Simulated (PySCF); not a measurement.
Compound: C4H8OSi2.
SMILES: `[SiH3][SiH2]C1=CC=CO1`

Torsions of this conformer, `[SiH3:1][SiH2:2][c:3]1[cH:4][cH:5][cH:6][o:7]1`: Si1–Si2–C3–C4 -118°.

The closed-shell ground state was solved at several levels (PySCF, density fitting, gas phase, non-relativistic). One conformer (not necessarily the lowest) at the PBE0-D3(BJ)/def2-SVP geometry, without solvent, vibrations or thermal averaging.

```json
{"level": "wB97X-D/def2-SVPD", "basis functions": "215", "total energy (Eh)": "-810.9901", "HOMO (eV)": "-8.50", "LUMO (eV)": "1.26", "gap (eV)": "9.76", "dipole (D)": "1.07"}
{"level": "PBE0/pcSseg-1", "basis functions": "173", "total energy (Eh)": "-810.8558", "HOMO (eV)": "-6.74", "LUMO (eV)": "-0.39", "gap (eV)": "6.35", "dipole (D)": "1.07"}
```

(1) What might PBE/pcSseg-1 (173 basis functions) give for the same quantities?

(2) Over all these levels, which gives the widest orbital gap and which the narrowest?

(3) How far do the dipole and the HOMO energy spread over the levels?

Answers

(1) Total energy -810.7930 Eh, HOMO -5.74 eV, LUMO -1.26 eV, gap 4.48 eV, dipole 1.03 D.

(2) wB97X-D/def2-SVPD (range-separated hybrid) has the widest, 9.76 eV, and PBE/pcSseg-1 (GGA) the narrowest, 4.48 eV. Functional and basis both differ between the two, so the spread mixes both effects.

(3) The dipole runs from 1.03 to 1.07 D (mean 1.06 D) and the HOMO from -8.50 to -5.74 eV.

wB97X-D is run here without its empirical dispersion term; that term would change no orbital, density or response property at a fixed geometry.
